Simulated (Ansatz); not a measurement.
CH4GaS, SMILES `[CH3][Ga][SH]` radical, 7 atoms. Charge 0, multiplicity 2. Correlated methods include outer-core shells of Ga, which these sets cover unevenly. Scalar relativity is left out up to krypton. All runs use 4 threads of a server CPU on a shared host. Correlated methods freeze the cores. Open-shell runs search over several starts.

Task: Give the basis size and wall time and peak host memory of each of these runs in Ansatz. UHF-MP2/def2-QZVPP energy; UKS CAM-B3LYP-D4/def2-TZVPP energy; direct RPA on PBE orbitals/def2-TZVPP energy; UKS PBE-QIDH (frozen core)/def2-TZVPP energy; UKS ωB97M-V/def2-SVP energy; UKS PBE0-D4/def2-TZVP relaxation (26 steps); UKS PBE0-D4/def2-SVP energy; UHF-CCSD(T)/def2-SVP energy; UKS B97M-V/def2-TZVPP energy; UKS PBE0-D4/def2-QZVPP energy; UHF-CCSD(T)/def2-TZVPP energy; UKS revPBE-D4/def2-TZVPP energy. (Estimate.)

Result: The calculation gave: Other jobs shared the machine, so times are rough.

```csv
level,job,functions,wall time,peak host memory (GiB)
UKS PBE0-D4/def2-SVP,energy,84,1.1 s,0.24
UKS revPBE-D4/def2-TZVPP,energy,177,1.7 s,0.25
UKS CAM-B3LYP-D4/def2-TZVPP,energy,177,3 s,0.62
UKS PBE-QIDH (frozen core)/def2-TZVPP,energy,177,3.2 s,0.44
direct RPA on PBE orbitals/def2-TZVPP,energy,177,3.5 s,0.51
UHF-CCSD(T)/def2-SVP,energy,84,3.7 s,0.49
UKS ωB97M-V/def2-SVP,energy,84,3.7 s,0.41
UKS B97M-V/def2-TZVPP,energy,177,6 s,0.4
UKS PBE0-D4/def2-QZVPP,energy,336,8 s,1.3
UHF-MP2/def2-QZVPP,energy,336,11 s,1.5
UHF-CCSD(T)/def2-TZVPP,energy,177,54 s,4
UKS PBE0-D4/def2-TZVP,relaxation (26 steps),140,55 s,0.47
```
